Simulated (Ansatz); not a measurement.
Mulliken charges of C$_{4}$H$_{5}$I (`IC1C=CC1`) from PBE/def2-TZVPP in Ansatz (PBE0-D4/def2-TZVP geometry).

| atom | x (Å) | y (Å) | z (Å) | charge (e) |
| --- | --- | --- | --- | --- |
| I1 | -2.521 | -0.292 | 0.999 | -0.117 |
| C2 | -0.417 | 0.117 | 0.768 | -0.008 |
| C3 | 0.432 | -1.026 | 0.325 | -0.155 |
| C4 | 0.845 | -0.398 | -0.780 | -0.135 |
| C5 | -0.002 | 0.828 | -0.548 | -0.082 |
| H6 | -0.139 | 0.617 | 1.694 | 0.111 |
| H7 | 0.637 | -1.988 | 0.777 | 0.121 |
| H8 | 1.550 | -0.655 | -1.561 | 0.116 |
| H9 | 0.524 | 1.778 | -0.416 | 0.065 |
| H10 | -0.824 | 0.968 | -1.253 | 0.084 |

**Question.** By hand: the dipole of these point charges (1 e Å = 4.8032 D).

**Answer.** Σ q r = (0.324, 0.127, -0.054) e Å, of length 0.352 e Å = 1.69 D.

**Question.** How does the dipole of the full density compare? (Best estimate.)

**Answer.** Computed: (0.431, 0.079, -0.119) e Å, 2.18 D; the point charges give 0.78 times that, at 13° from its direction.

Point charges leave out the atoms' own dipoles, such as those of lone pairs, and Mulliken's split depends on the basis, so the two needn't agree.
